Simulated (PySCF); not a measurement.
Se(F)4, SMILES F[Se](F)(F)F (F₄Se) (PBE0/def2-SVP optimised geometry):

```
5

Se    -0.226    -0.587     0.000
F     -1.525     0.587     0.000
F      0.002     0.006     1.631
F      1.525    -0.587     0.000
F      0.002     0.006    -1.631
```

Level of theory: PBE0/def2-TZVP (PySCF).

What are the frontier orbital energies and the dipole moment?

HOMO-2 -12.26 eV, HOMO-1 -11.49 eV, HOMO -10.82 eV, LUMO -2.55 eV, LUMO+1 -0.95 eV; dipole moment 2.17 D.

On the same geometry PySCF with PBE/def2-TZVP gives HOMO-2 -10.11 eV, HOMO-1 -9.25 eV, HOMO -9.18 eV, LUMO -3.52 eV, LUMO+1 -1.88 eV; dipole moment 2.04 D.

Meta-Löwdin charges at PBE0/def2-TZVP: Se1 1.82, F2 -0.46, F3 -0.45, F4 -0.46, F5 -0.45.
